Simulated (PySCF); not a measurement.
Computed IR spectrum (relative IR intensity) of a molecule C4H7FO. The structure is a stationary point at PBE-D3(BJ)/def2-SVP. Other conformers were not sampled. The numbers are results of PySCF 2.14.0 with PBE-D3(BJ)/def2-SVP, not measurements. Harmonic, unscaled wavenumbers; measured fundamentals usually lie a few per cent lower.

```tsv
ν (cm⁻¹)	relative intensity
202	3.8
247	4.0
313	68
373	6.4
402	24
453	8.1
505	2.3
709	5.5
808	10.0
865	12
884	3.0
944	6.3
962	5.2
1015	28
1046	13
1065	10
1145	100
1203	74
1264	11
1295	17
1334	2.1
1352	15
1403	8.1
1465	29
2968	22
3053	13
3087	5.1
3089	9.9
3673	12
```

### Question
Identify the compound among the candidates.
A. C[C@H]1[C@@H](O)[C@@H]1F
B. CC(=O)[C@H](C)F
C. OCC/C=C\F
D. C[C@@]1(O)C[C@H]1F

### Answer
D, C[C@@]1(O)C[C@H]1F
